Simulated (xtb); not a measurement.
C$_{2}$H$_{6}$Al, charge +1, singlet, from a rough starting geometry (GFN-xTB shapes and energies of metal compounds can be far from the true ones); xtb with GFN2-xTB.

Input for xtb:
```
$ xtb mol.xyz --gfn 2 --chrg 1 --opt vtight --json

# file mol.xyz
9

Al    -0.00889266    -0.03619272    -0.00455952
C      1.50712682     0.23259396    -1.27783755
H      2.21959419    -0.67386945    -1.17244343
H      2.09081744     1.10470614    -0.99286212
H      1.11957987     0.26230716    -2.25511088
C     -1.54893352    -0.21326954     1.26225382
H     -2.04369572    -1.08330229     1.00490105
H     -2.24442325     0.65287319     1.15653563
H     -1.14137884    -0.24721062     2.29610201
```

The log (banner, timings and long lists left out):

```
   ID    Z sym.   atoms
    1   13 Al     1
    2    6 C      2, 6
    3    1 H      3-5, 7-9

           -------------------------------------------------
          |                Calculation Setup                |
           -------------------------------------------------

           -------------------------------------------------
          |                 G F N 2 - x T B                 |
           -------------------------------------------------

          ...................................................
          :                      SETUP                      :
          :.................................................:
          :  # basis functions                  24          :
          :  # atomic orbitals                  23          :
          :  # shells                           13          :
          :  # electrons                        16          :
          :  max. iterations                   250          :
          :  Hamiltonian                  GFN2-xTB          :
          :  restarted?                      false          :
          :  GBSA solvation                  false          :
          :  PC potential                    false          :
          :  electronic temp.          300.0000000     K    :
          :  accuracy                    1.0000000          :
          :  -> integral cutoff          0.2500000E+02      :
          :  -> integral neglect         0.1000000E-07      :
          :  -> SCF convergence          0.1000000E-05 Eh   :
          :  -> wf. convergence          0.1000000E-03 e    :
          :  Broyden damping             0.4000000          :
          :  net charge                          1          :
          :  unpaired electrons                  0          :
          ...................................................

 iter      E             dE          RMSdq      gap      omega  full diag
   1     -8.0098884 -0.800989E+01  0.220E+01    3.59       0.0  T
   2     -8.0454661 -0.355776E-01  0.195E+01    2.94       1.0  T
   3     -7.6413705  0.404096E+00  0.201E+01    5.89       1.0  T
   4     -8.0657396 -0.424369E+00  0.369E-01    3.37       1.0  T
   5     -8.0659876 -0.247994E-03  0.498E-01    3.38       1.0  T
   6     -8.0660340 -0.463659E-04  0.953E-02    3.42       1.0  T
   7     -8.0660364 -0.238694E-05  0.905E-02    3.42       1.0  T
   8     -8.0660479 -0.115486E-04  0.454E-02    3.41       1.0  T
   9     -8.0660506 -0.267609E-05  0.446E-03    3.41       7.5  T
  10     -8.0660506 -0.476240E-08  0.255E-03    3.41      13.0  T
  11     -8.0660507 -0.399429E-07  0.860E-04    3.41      38.8  T
  12     -8.0660507 -0.473535E-08  0.167E-04    3.41     199.8  T

   *** convergence criteria satisfied after 12 iterations ***

         :::::::::::::::::::::::::::::::::::::::::::::::::::::
         ::                     SUMMARY                     ::
         :::::::::::::::::::::::::::::::::::::::::::::::::::::
         :: total energy              -7.943720975105 Eh    ::
         :: gradient norm              0.099079462927 Eh/a0 ::
         :: HOMO-LUMO gap              3.414357376468 eV    ::
         ::.................................................::
         :: SCC energy                -8.066048909661 Eh    ::
         :: -> isotropic ES            0.105476902759 Eh    ::
         :: -> anisotropic ES         -0.030300084607 Eh    ::
         :: -> anisotropic XC         -0.019534333254 Eh    ::
         :: -> dispersion             -0.002369688812 Eh    ::
         :: repulsion energy           0.122327934556 Eh    ::
         :: add. restraining           0.000000000000 Eh    ::
         :: total charge               1.000000000000 e     ::
         :::::::::::::::::::::::::::::::::::::::::::::::::::::

      -----------------------------------------------------------
     |                   =====================                   |
     |                        A N C O P T                        |
[...]
 * total energy  :    -7.9437210 Eh     change       -0.1560441E-09 Eh
 * total energy  :    -7.9508243 Eh     change       -0.7103354E-02 Eh
 * total energy  :    -7.9516466 Eh     change       -0.8222936E-03 Eh
 * total energy  :    -7.9519179 Eh     change       -0.2712949E-03 Eh
 * total energy  :    -7.9519360 Eh     change       -0.1810957E-04 Eh
 * total energy  :    -7.9519388 Eh     change       -0.2733179E-05 Eh
 * total energy  :    -7.9519402 Eh     change       -0.1407551E-05 Eh
 * total energy  :    -7.9519402 Eh     change       -0.5464950E-07 Eh
   *** GEOMETRY OPTIMIZATION CONVERGED AFTER 8 ITERATIONS ***
         :: total energy              -7.951940224255 Eh    ::
[...]
        10                         -0.3791331             -10.3167
        11                         -0.3791307             -10.3167
        12                         -0.3158377              -8.5944
        13                         -0.3158318              -8.5942
        14                         -0.1708187              -4.6482
        15                         -0.1708150              -4.6481
        16                         -0.0334424              -0.9100
        17                          0.0109040               0.2967
        18                          0.0293085               0.7975
        19                          0.0294443               0.8012
       ...                                ...                  ...
        23                          0.9133610              24.8538
      -------------------------------------------------------------
                  HL-Gap            0.1331681 Eh            3.6237 eV
             Fermi-level           -0.5230443 Eh          -14.2328 eV

     #   Z          covCN         q      C6AA      α(0)
     1  13 Al       1.681     0.398   187.584    33.524
     2   6 C        3.609    -0.212    25.321     7.268
     3   1 H        0.923     0.171     1.259     1.754
     4   1 H        0.923     0.171     1.258     1.754
     5   1 H        0.923     0.171     1.259     1.755
     6   6 C        3.609    -0.212    25.321     7.268
     7   1 H        0.923     0.171     1.259     1.755
     8   1 H        0.923     0.171     1.259     1.755
     9   1 H        0.923     0.171     1.258     1.754

 Mol. C6AA /au·bohr⁶  :        882.973953
 Mol. C8AA /au·bohr⁸  :      42611.519711
 Mol. α(0) /au        :         58.588547

Wiberg/Mayer (AO) data.
largest (>0.10) Wiberg bond orders for each atom

 ---------------------------------------------------------------------------
     #   Z sym  total        # sym  WBO       # sym  WBO       # sym  WBO
 ---------------------------------------------------------------------------
     1  13 Al   3.252 --     2 C    1.297     6 C    1.297     5 H    0.110
                             3 H    0.110     7 H    0.110     8 H    0.110
                             4 H    0.110     9 H    0.110
     2   6 C    3.983 --     1 Al   1.297     5 H    0.854     4 H    0.854
                             3 H    0.854     6 C    0.114
     3   1 H    0.971 --     2 C    0.854     1 Al   0.110
     4   1 H    0.971 --     2 C    0.854     1 Al   0.110
     5   1 H    0.971 --     2 C    0.854     1 Al   0.110
     6   6 C    3.983 --     1 Al   1.297     8 H    0.854     7 H    0.854
                             9 H    0.854     2 C    0.114
     7   1 H    0.971 --     6 C    0.854     1 Al   0.110
     8   1 H    0.971 --     6 C    0.854     1 Al   0.110
     9   1 H    0.971 --     6 C    0.854     1 Al   0.110
 ---------------------------------------------------------------------------

Topologies differ in total number of bonds
Writing topology from bond orders to xtbtopo.mol

molecular dipole:
                 x           y           z       tot (Debye)
 q only:       -0.010      -0.000       0.004
   full:       -0.010      -0.000       0.004       0.027
molecular quadrupole (traceless):
                xx          xy          yy          xz          yz          zz
 q only:        4.894       1.494      -6.145      -9.238      -1.228       1.251
  q+dip:        6.210       1.896      -7.797     -11.722      -1.558       1.587
   full:        2.732       0.834      -3.431      -5.158      -0.685       0.699

optimized geometry written to: xtbopt.xyz

           -------------------------------------------------
          | TOTAL ENERGY               -7.951940224255 Eh   |
          | GRADIENT NORM               0.000139038188 Eh/α |
          | HOMO-LUMO GAP               3.623689678946 eV   |
           -------------------------------------------------

normal termination of xtb
```
